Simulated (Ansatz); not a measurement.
This geometry of a periodic cell of 19 atoms, MgAl18 (surface Al(110), adsorbate Mg) is a first-order saddle point. Atoms 1 to 6 are held.

Computed with Ansatz, DFT LDA, scalar-relativistic, plane waves, PAW. Settings: cutoff 420 eV, k mesh 2x3x1, fermi-dirac smearing 0.15 eV, no spin polarisation.

```xyz
19
Lattice="12.1500 0.0000 0.0000 0.0000 5.7276 0.0000 0.0000 0.0000 13.8638" Properties=species:S:1:pos:R:3
Al 0.000 0.000 1.000
Al 4.050 0.000 1.000
Al 8.100 0.000 1.000
Al 0.000 2.864 1.000
Al 4.050 2.864 1.000
Al 8.100 2.864 1.000
Al 2.025 1.426 2.307
Al 6.098 1.468 2.322
Al 10.102 1.468 2.323
Al 2.025 4.302 2.307
Al 6.099 4.259 2.323
Al 10.102 4.260 2.323
Al -0.277 0.000 3.739
Al 4.327 0.000 3.738
Al 8.100 0.000 3.741
Al 0.046 2.864 3.784
Al 4.004 2.864 3.784
Al 8.100 2.864 3.767
Mg 2.027 -0.001 5.021
```

(1) Which two structures does it join? (They come from a converged band through this point; their orientation in space is the band's.)

(2) How far does it lie above each of them?

Results:

(1) The atom that moves furthest is Mg19, by 2.86 Å; four of its nearest neighbours are Al16 2.82, Al17 2.82, Al13 2.83, Al14 2.83 Å at the first end and Al13 2.82, Al14 2.82, Al16 2.83, Al17 2.83 Å at the last.

First end point:

```xyz
19
Lattice="12.1500 0.0000 0.0000 0.0000 5.7276 0.0000 0.0000 0.0000 13.8638" Properties=species:S:1:pos:R:3
Al 0.000 0.000 1.000
Al 4.050 0.000 1.000
Al 8.100 0.000 1.000
Al 0.000 2.864 1.000
Al 4.050 2.864 1.000
Al 8.100 2.864 1.000
Al 2.025 1.432 2.407
Al 6.098 1.432 2.361
Al 10.102 1.432 2.361
Al 2.025 4.292 2.116
Al 6.071 4.294 2.353
Al 10.129 4.294 2.353
Al -0.047 0.040 3.754
Al 4.097 0.040 3.754
Al 8.100 -0.011 3.748
Al -0.052 2.828 3.753
Al 4.102 2.828 3.753
Al 8.100 2.873 3.753
Mg 2.025 -1.437 4.986
```

Last end point:

Only the atoms that move by more than 0.05 Å are listed.
```
Al7 2.025 1.429 2.116
Al10 2.025 4.296 2.407
Al13 -0.052 -0.035 3.753
Al14 4.102 -0.035 3.753
Al16 -0.047 2.904 3.754
Al17 4.097 2.904 3.754
Mg19 2.025 1.427 4.986
```

(2) 0.293 eV above the first and 0.293 eV above the second. This is the barrier of this one path; another mechanism may lie lower. Limits of this set-up: coarse k mesh, thin slab, slab without dipole correction, a typed lattice constant that wasn't relaxed here.

Run time: 3.6 min on 2 threads of Intel(R) Xeon(R) Platinum 8488C (Sapphire Rapids) (shared host), peak memory 1.9 GiB.
